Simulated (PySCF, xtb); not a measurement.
Te(H)(iPr) (C₃H₈Te), SMILES CC(C)[TeH].

Coordinates come from a B3LYP-D3(BJ)/def2-SVP optimisation. The def2 effective core potentials stand for the cores of Te; spin–orbit coupling is left out.

Level of theory: C-PCM-PBE0/def2-SVP (PySCF 2.14.0).

The values are the electrostatic part of the solvation free energy, E(continuum) − E(gas) at the gas-phase geometry, in a cavity of scaled van der Waals radii (PySCF's table); cavitation and dispersion terms are not included. In vacuum the orbital gap is 5.37 eV. The dipole moment in vacuum is 1.51 D.

```
solvent                ε  ΔG(elec) (kcal/mol)  dipole (D)  gap (eV)
-----------------  -----  -------------------  ----------  --------
water              78.36                 -2.4        2.07      5.58
dimethylsulfoxide  46.83                 -2.4        2.07      5.58
n-hexane            1.88                 -1.1        1.73      5.46
```

For comparison, GFN2-xTB/ALPB(water) (xtb, at the GFN2-xTB geometry, all terms of that model) gives -1.0 kcal/mol.
